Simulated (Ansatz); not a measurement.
Abridged output of a molecular run in Ansatz:

```
Functional definition: HF
1012 factors; integrals over basis functions are off by at most 1.1e-3 eV
mean field evaluation 1: about -10354.1659 eV, gradient 2.5e1 eV
mean field evaluation 2: about -10354.2187 eV, gradient 2.5e1 eV
mean field evaluation 4: about -10356.5370 eV, gradient 2.3e0 eV
mean field evaluation 8: about -10356.5683 eV, gradient 1.5e-1 eV
mean field evaluation 16: about -10356.5135 eV, gradient 4.2e-1 eV
mean field -10356.56858746 eV, -380.5968756547 hartree, gradient 3.6e-6 eV, S^2 0.000000; 0 other end points of the search recorded, 0 dependent functions left out
8 core orbitals not correlated: weight in the atoms' cores, before any rotation towards them, 1.000 or more for the frozen orbitals, at most 0.000 for the correlated occupied ones
reference -10356.56858746 eV, -380.5968756547 hartree; 11, 11 occupied and 81, 81 virtual orbitals, 1012 factors
second order -11.73633321 eV of doubles, -0.00000000 eV of singles
cycle   1  -12.97955754 eV  change    -1.2e0 eV  update   8.9e-2
cycle   2  -13.42040901 eV  change   -4.4e-1 eV  update   2.8e-2
cycle   3  -13.47910088 eV  change   -5.9e-2 eV  update   1.2e-2
cycle   4  -13.47624787 eV  change    2.9e-3 eV  update   3.8e-3
cycle   5  -13.47450507 eV  change    1.7e-3 eV  update   1.4e-3
cycle   6  -13.47428596 eV  change    2.2e-4 eV  update   4.7e-4
cycle   7  -13.47429199 eV  change   -6.0e-6 eV  update   1.6e-4
cycle   8  -13.47432244 eV  change   -3.0e-5 eV  update   5.7e-5
cycle   9  -13.47432009 eV  change    2.3e-6 eV  update   2.0e-5
perturbative correction -0.44049893 eV, -0.0161880370 hartree
Total energy: -10370.48340647 eV, -381.1082358218 hartree
```

Its atoms:

```xyz
12

B     0.197    0.438    1.456
B     0.137   -0.776    0.512
C     0.063   -1.844   -0.569
Si   -0.191    1.472   -0.354
H     1.276    0.881    1.753
H    -0.770    0.731    2.111
H    -0.857   -1.740   -1.155
H     0.901   -1.712   -1.264
H     0.109   -2.855   -0.158
H     0.842    1.334   -1.422
H    -0.201    2.892    0.085
H    -1.507    1.180   -0.994
```

Question: Which basis set was used?
A. def2-TZVPP
B. def2-SVP
C. def2-TZVPPD
D. cc-pV(T+d)Z

Answer: B. It gives 100 functions.

Question: Write the keys of the input that set method, charge and spin (a neutral closed shell needs none for the last two).

Answer: 
```yaml
correlation: {method: ccsd_t}
```
